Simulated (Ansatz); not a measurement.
`C[CH2][AlH][SH]` + H–F → `[F][AlH][SH]` + `CC` at 400 K and 1 bar (ligand exchange at the Al–C bond).

Computed with Ansatz on PBE0-D4/def2-TZVP structures; ΔE is electronic, products minus reactants. CCSD(T)/CBS adds triple-zeta CCSD(T) − MP2 to the extrapolated MP2 energy (def2 sets, frozen cores). This one scheme is used for every species. One conformer a species, not always the lowest.

```csv
species,CCSD(T)/CBS energy (Eh),H − E (kJ/mol),S (J/(mol·K))
`C[CH2][AlH][SH]`,-720.15155,245.7,379.4
H–F,-100.39570,36.5,182.2
`[F][AlH][SH]`,-740.90186,71.8,313.9
`CC`,-79.71954,213.5,244.3
```

H − E and S are ideal-gas, rigid-rotor, harmonic terms from PBE0-D4/def2-TZVP, for one conformer and one mirror image of each species. 1 Eh = 2625.50 kJ/mol, R = 8.31446 J/(mol·K).

Problem. By hand: ΔE, ΔH, ΔS and ΔG.

Solution. ΔE = (-740.90186) + (-79.71954) − (-720.15155) − (-100.39570) = -0.07415 Eh = -194.7 kJ/mol. Δ(H − E) = 71.8 + 213.5 − 245.7 − 36.5 = 3.1, so ΔH = -191.6 kJ/mol. ΔS = 313.9 + 244.3 − 379.4 − 182.2 = -3.4 J/(mol·K). ΔG = -191.6 − 400 × (-3.4)/1000 = -190.2 kJ/mol.

Problem. By hand: the equilibrium constant, and the temperature at which ΔG would vanish if ΔH and ΔS stayed fixed.

Solution. log₁₀ K = −ΔG/(RT ln 10) = 24.8. ΔG = 0 at ΔH/ΔS = 56353 K, far beyond where these terms or the molecules hold.

The number of gas molecules stays the same, so ΔS is small and ΔH decides. A doubt of 5 kJ/mol in ΔE shifts log₁₀ K by 0.7 here. Other conformers and mirror images would add mixing entropy, several J/(mol·K) or more a flexible species. These are equilibria of isolated gas molecules and say nothing of rates. Largest T1 diagnostic: 0.012 (customary marks: 0.02 for closed shells, 0.045 for open ones).
